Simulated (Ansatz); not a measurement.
Cost and result up the ladder for SiH2Me(NMeEt) (C4H13NSi) (19 atoms). The state is a singlet with charge 0. Geometry: r2SCAN-D4/def2-SVP.

```xyz
19

Si    0.8597   -0.8748   -0.8149
H     1.1667   -2.0579    0.0685
H     0.1065   -1.3968   -1.9975
C     2.5012   -0.1283   -1.3342
H     3.0743   -0.8667   -1.9187
H     3.1234    0.1530   -0.4694
H     2.3536    0.7658   -1.9607
N    -0.1680    0.3335   -0.0912
C     0.3408    1.2656    0.8938
C    -1.6158    0.1775   -0.0916
C    -2.1911   -0.5606    1.1179
H    -0.1831    2.2374    0.8114
H     0.2309    0.9221    1.9436
H     1.4118    1.4598    0.7256
H    -2.0770    1.1842   -0.1599
H    -1.9053   -0.3550   -1.0147
H    -3.2879   -0.6378    1.0436
H    -1.7809   -1.5814    1.1877
H    -1.9598   -0.0396    2.0607
```

Ansatz on 4 threads of Intel Xeon on a shared host. Times are rough, and most runs start from the orbitals of an earlier one. ωB97X-V/def2-TZVP serves as the yardstick here, not as an exact answer. Differences are given only for rows in sets of like size (and for xTB, whose basis is part of the method), since another set adds its own error. Binding counts from free atoms at the same level (Si triplet, H doublet, C triplet, N quartet; other spins of the atoms weren't run), without zero-point energy or a counterpoise term.

LC-ωPBE has ω = 0.4 bohr⁻¹. B3LYP takes the VWN-RPA correlation. Correlated methods freeze 10 core orbitals. The rows differ in basis, and correlated rows in double-zeta sets carry the largest basis error.

Correlated methods converge slowly with the basis, most of all in double-zeta sets.

| level | functions | binding energy per atom (eV) | difference from ωB97X-V/def2-TZVP (eV) |
| --- | --- | --- | --- |
| r2SCAN-D4/def2-TZVP (with forces) | 270 | 3.85 | -0.02 |
| LC-ωPBE/def2-TZVPD | 345 | 3.84 | -0.03 |
| ωB97X-V/def2-TZVP | 270 | 3.87 | 0.00 |
| CCSD(T)/def2-SVP | 153 | 3.68 | – |
| HF/def2-TZVP | 270 | 2.88 | -0.99 |
| PBE-D4/def2-SVP | 153 | 3.93 | – |
| LC-ωPBE/def2-TZVP | 270 | 3.84 | -0.03 |
| HF/6-31G | 84 | 2.68 | – |
| PBE-D4/def2-TZVPD | 345 | 3.91 | 0.04 |
| PBE-D4/def2-TZVP | 270 | 3.91 | 0.04 |
| B3LYP-D4/6-31G | 84 | 3.74 | – |
| PBE0-D4/def2-TZVPD | 345 | 3.87 | 0.00 |
| PBE0-D4/def2-TZVP | 270 | 3.86 | 0.00 |
| MP2/def2-TZVP | 270 | 3.73 | -0.13 |

**Question.** Estimate how long each takes.

**Answer.** HF/6-31G 3.4 s; B3LYP-D4/6-31G 7 s; PBE-D4/def2-SVP 9.1 s; PBE-D4/def2-TZVP 11 s; HF/def2-TZVP 13 s; PBE0-D4/def2-TZVP 14 s; MP2/def2-TZVP 15 s; LC-ωPBE/def2-TZVP 18 s; PBE-D4/def2-TZVPD 19 s; r2SCAN-D4/def2-TZVP (with forces) 20 s; PBE0-D4/def2-TZVPD 22 s; LC-ωPBE/def2-TZVPD 32 s; ωB97X-V/def2-TZVP 35 s; CCSD(T)/def2-SVP 56 s. On shared hardware such times vary by a factor of up to 3.
